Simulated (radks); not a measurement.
Removal energies from the argon ion Ar+, [Ne] 3s2 3p(1/2: 2, 3/2: 3), by Delta-SCF beside the eigenvalue of the level emptied. Calculated with a radial shooting solver on a logarithmic mesh with Libxc functionals: Dirac Kohn-Sham, PBE, spin-unpolarised, spherical densities, finite nucleus; Fermi nuclear charge, rms radius of each element as measured or else 0.836 A^(1/3) + 0.57 fm. Sub-shells are occupied by j as written (lower j first in brackets).

removed from                                 final configuration  Delta-SCF (eV)  -eigenvalue (eV)
3p3/2                                [Ne] 3s2 3p(1/2: 2, 3/2: 2)          28.577            22.043
3p1/2                                [Ne] 3s2 3p(1/2: 1, 3/2: 3)          28.800            22.242
3s1/2                                [Ne] 3s1 3p(1/2: 2, 3/2: 3)          43.805            36.686
2p3/2         [He] 2s2 2p(1/2: 2, 3/2: 3) 3s2 3p(1/2: 2, 3/2: 3)          264.45            243.01
